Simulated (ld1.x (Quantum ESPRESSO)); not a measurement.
# What one change does to a pseudopotential (Pd (Z = 46), TM)

- Element: Pd (Z = 46)
- Generator: ld1.x (Quantum ESPRESSO) 7.5
- Type: norm-conserving Troullier–Martins (Kleinman–Bylander form)
- Functional: LDA (PZ)
- Relativity: fully relativistic
- Frozen core: [Kr]
- Valence charge: 10
- Reference configuration: 4d8.5 5s0 5p0 (charge +1.5)
- Partial waves: 5s (bound, empty): rc 2.35 bohr; 5p (bound, empty): rc 3.00 bohr; 4d (bound): rc 2.00 bohr
- Local potential: all-electron potential smoothed inside 1.60 bohr (lloc = -2)
- Core correction: a·sin(br)/r model core inside 0.95 bohr

Open shells are filled in proportion to 2j + 1 (rel_dist='average').

Change: reference 4d10 5s0 5p0.

Cutoffs: the cutoffs (Ry, on a coarse ladder) from which the occupation-weighted sum of valence levels, in a spherical-Bessel basis at the reference potential, stays within 10 and 1 mRy of its value at 400 Ry; they do not see the model core or the augmentation charge, which bear on the density cutoff. Errors are all-electron minus pseudo energies relative to the spin-unpolarised reference configuration.

Q: What does the change do?

A: The potential gets neither clearly harder nor softer (50 Ry and 80 Ry → 50 Ry and 80 Ry); both files keep a bound ghost (s); the number of tests that count goes from 6 to 5; the range in which the s phases agree widens (upper end 1.4 → 2.4); the range in which the d3/2 phases agree widens (upper end 3.8 → 4.9).

```tsv
quantity	base	changed
cutoff, loose	50 Ry	50 Ry
cutoff, tight	80 Ry	80 Ry
bound ghosts	s	s
tests counted (converged, no solver errors)	6 of 7	5 of 7
s: phases at 3.25 bohr within 0.05 rad from the reference energy up to (Ry; the scan ends near 5)	1.4	2.4
p1/2: phases at 3.25 bohr within 0.05 rad from the reference energy up to (Ry; the scan ends near 5)	0.5	1.2
p3/2: phases at 3.25 bohr within 0.05 rad from the reference energy up to (Ry; the scan ends near 5)	0.4	1.0
d3/2: phases at 3.25 bohr within 0.05 rad from the reference energy up to (Ry; the scan ends near 5)	3.8	4.9
d5/2: phases at 3.25 bohr within 0.05 rad from the reference energy up to (Ry; the scan ends near 5)	3.8	5.0
```

Base: Tests not counted: 4d9 5s1 5p0 (solver errors, printed error -786 eV). Changed file: Tests not counted: 4d8 5s1 5p0 (solver errors, printed error -4.0 eV); 4d9 5s1 5p0 (solver errors, printed error -3.3 eV). These tests converged, but a pseudo level misses the all-electron one widely, so the file describes the atom poorly there or has found another state: 4d9 5s0 5p0: empty 5s by 3.3 eV (a node warning on the way); 4d6 5s0 5p0: empty 5p by 5.2 eV (a node warning on the way). A true bound ghost makes a file unfit for plane-wave use even where its test errors are small: the radial tests pick states by their node count and pass the ghost by. Where a test does run into it, the solver fails or the error is huge.
